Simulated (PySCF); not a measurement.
# Worked example: dipole moment from atomic charges

F5Te, SMILES F[Te](F)(F)(F)F, multiplicity 2. Atoms are numbered in the order given.

```xyz
6

F     -1.3730    -1.3730     0.1894
Te     0.0000     0.0000     0.1661
F      1.3730    -1.3730     0.1894
F     -1.3730     1.3730     0.1894
F      0.0000     0.0000    -1.7175
F      1.3730     1.3730     0.1894
```
Charge 0, spin multiplicity 2.

Geometry: B3LYP-D3(BJ)/def2-SVP. The isomer is the one that the SMILES or the coordinates give; other isomers of the formula were not compared. The def2 effective core potentials stand for the cores of Te; spin–orbit coupling is left out.

Charges (e) from PySCF with B3LYP/def2-TZVP:

| atom | Mulliken | ESP fit |
|---|---|---|
| F1 | -0.345 | -0.271 |
| Te2 | 1.704 | 1.296 |
| F3 | -0.345 | -0.271 |
| F4 | -0.345 | -0.271 |
| F5 | -0.326 | -0.213 |
| F6 | -0.345 | -0.271 |

The dipole moment of the full density is 1.79 D.

Task: What dipole moment does each set of point charges give, and which comes closer to that of the density?

Result: 
μ = Σ q r, and 1 e Å = 4.8032 D.
Mulliken: Σ q r = (0.000, 0.000, 0.582) e Å, |μ| = 2.79 D.
ESP fit: Σ q r = (0.000, 0.000, 0.376) e Å, |μ| = 1.80 D.
ESP fit comes closer in size. Point charges leave out the atoms' own dipoles (lone pairs, polarised bonds); fits to the potential absorb them, partitions of the density don't.
